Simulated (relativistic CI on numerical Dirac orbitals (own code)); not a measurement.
# Nd⁴⁺: 4d photoemission

Computed with this model: Dirac-Coulomb-Breit CI, orbitals from a KLI potential per configuration, model QED (radiative potential, 1s self-energy scaled to tabulated hydrogen-like ionisation energies), valence Slater integrals scaled by 0.8, multiplet model of photoemission in the sudden approximation; configurations [Xe] 4f2 → [Kr] 4d9 4f2 5s2 5p6; 300 K; Lorentzian 1 eV and Gaussian 0.6 eV FWHM. Energies are those of the free ion, without screening or charge transfer. The energies are binding energies and can lie tens of eV above those of solids. S is read from ⟨S²⟩ = S(S + 1).

free ion: ground-state S = 0.97, centroid 180.35 eV. Peaks (eV, height): 174.2 (32), 176.8 (100), 179.8 (64), 181.0 (51), 182.8 (43), 200.6 (13), 208.0 (8).

Strongest unbroadened transitions for free ion:

```tsv
Energy (eV)	Relative strength
174.02	24.3
174.18	19.8
175.85	14.3
176.41	16.3
176.65	19.4
176.79	100.0
177.36	13.7
177.50	13.7
177.68	48.8
178.16	45.4
178.20	21.2
179.75	31.4
179.95	18.1
180.08	24.8
181.14	46.4
182.76	36.2
200.63	24.9
208.01	15.8
```
